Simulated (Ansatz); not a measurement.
One change: `C=[N][SbH2]` becomes `C=NO`.

Ansatz, PBE0-D4/def2-TZVP geometries, multiplicity 1. Each molecule was computed in one conformer, which needn't be the lowest.

Elements past krypton have def2 core potentials.  Spin–orbit coupling is left out; it splits and shifts lone-pair levels of the heavy atoms by tenths of an eV.

| property | `C=[N][SbH2]` |
| --- | --- |
| ideal-gas entropy at 298 K and 1 bar (rigid rotor, harmonic PBE0-D4/def2-TZVP) / J/(mol·K) | 300 |
| HOMO–LUMO gap (B3LYP/def2-TZVPP) / eV | 5.63 |
| HOMO energy (PBE/def2-TZVPP) / eV | -5.69 |
| HOMO energy (PBE0/def2-TZVPP) / eV | -6.94 |
| zero-point energy (PBE0-D4/def2-TZVP) / kJ/mol | 113.9 |
| size of the dipole moment (PBE/def2-TZVPP) / D | 1.21 |

(1) What does the change do to each property? (Estimate.)

## Answers

(1) Computed: 
```json
{"property": "ideal-gas entropy at 298 K and 1 bar (rigid rotor, harmonic PBE0-D4/def2-TZVP) / J/(mol·K)", "`C=NO`": "253", "shift": "-47"}
{"property": "HOMO–LUMO gap (B3LYP/def2-TZVPP) / eV", "`C=NO`": "7.04", "shift": "1.41"}
{"property": "HOMO energy (PBE/def2-TZVPP) / eV", "`C=NO`": "-6.42", "shift": "-0.73"}
{"property": "HOMO energy (PBE0/def2-TZVPP) / eV", "`C=NO`": "-7.81", "shift": "-0.87"}
{"property": "zero-point energy (PBE0-D4/def2-TZVP) / kJ/mol", "`C=NO`": "118.0", "shift": "4.1"}
{"property": "size of the dipole moment (PBE/def2-TZVPP) / D", "`C=NO`": "0.14", "shift": "-1.07"}
```

With PBE0 the HOMO falls by 0.87 eV and the LUMO rises by 0.63 eV, so the gap widens by about 1.50 eV. PBE moves the HOMO by -0.73 eV and ωB97M-V by -1.03 eV. The zero-point energy changes by 4.1 kJ/mol with -3 modes. Dipoles are sizes alone; their direction can turn.

B3LYP here is the variant with VWN-RPA as its local correlation; programs differ in this.
